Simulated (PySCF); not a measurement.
Mg(iPr)2, SMILES C[CH](C)[Mg][CH](C)C (GFN2-xTB optimised geometry):

```
21

Mg    -0.442    -0.448     0.000
C     -1.362     1.486     0.000
C     -2.800     1.543     0.502
C     -1.276     2.008    -1.429
H     -0.748     2.146     0.635
H     -3.192     2.567     0.463
H     -3.453     0.919    -0.111
H     -2.865     1.202     1.538
H     -0.246     1.953    -1.795
H     -1.601     3.052    -1.497
H     -1.913     1.422    -2.097
C      1.699    -0.448     0.000
C      2.360    -1.619    -0.719
C      2.161    -0.385     1.452
H      2.022     0.485    -0.493
H      3.453    -1.537    -0.686
H      2.088    -2.567    -0.251
H      2.058    -1.650    -1.768
H      1.681     0.451     1.970
H      3.245    -0.247     1.524
H      1.912    -1.310     1.979
```

Calculation: PySCF with B3LYP/def2-SVP.

Problem. What are the frontier orbital energies and the dipole moment?

Solution. HOMO-2 -8.56 eV, HOMO-1 -6.37 eV, HOMO -5.01 eV, LUMO -2.08 eV, LUMO+1 -0.31 eV; dipole moment 2.90 D.

On the same geometry PBE/def2-SVP (PySCF 2.14.0) gives HOMO-2 -7.40 eV, HOMO-1 -5.43 eV, HOMO -4.15 eV, LUMO -2.45 eV, LUMO+1 -0.76 eV; dipole moment 2.57 D.

Meta-Löwdin charges at B3LYP/def2-SVP: Mg1 1.08, C2 -0.50, C3 -0.27, C4 -0.28, H5 0.07, H6 0.07, H7 0.07, H8 0.08, H9 0.08, H10 0.08, H11 0.07, C12 -0.50, C13 -0.27, C14 -0.28, H15 0.07, H16 0.07, H17 0.07, H18 0.08, H19 0.08, H20 0.08, H21 0.07.
